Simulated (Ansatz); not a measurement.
Molecule: GeF₂, charge 1, multiplicity 2. SMILES of the parent species: [F][Ge][F]

Atoms: Ge1, F2, F3. Bonds: Ge1-F2, Ge1-F3.

Bond lengths (Å) and angles (degrees) optimised at HF/3-21G with Ansatz (a first-principles code); HF/6-31G* with LANL2DZ past Ar with Ansatz; B3LYP/6-31G* with LANL2DZ past Ar with Ansatz; MP2/6-31G* with LANL2DZ past Ar with Ansatz, each started from the B3LYP-D3(BJ)/def2-TZVP structure (Ansatz) of the last column. A row stands for all coordinates that are equal there. 6-31G* holds six Cartesian d functions. No wavenumbers were computed at MP2/6-31G* with LANL2DZ past Ar, so these may be saddle points.

```tsv
coordinate	HF/3-21G	HF/6-31G* with LANL2DZ past Ar	B3LYP/6-31G* with LANL2DZ past Ar	MP2/6-31G* with LANL2DZ past Ar	B3LYP-D3(BJ)/def2-TZVP
Ge1-F2	1.655	1.618	1.660	1.647	1.692
F2-Ge1-F3	113.7	117.0	117.7	118.3	117.2
```

Mean signed difference of all 2 bond lengths from B3LYP-D3(BJ)/def2-TZVP: HF/3-21G -0.037 Å, HF/6-31G* with LANL2DZ past Ar -0.074 Å, B3LYP/6-31G* with LANL2DZ past Ar -0.033 Å, MP2/6-31G* with LANL2DZ past Ar -0.045 Å.
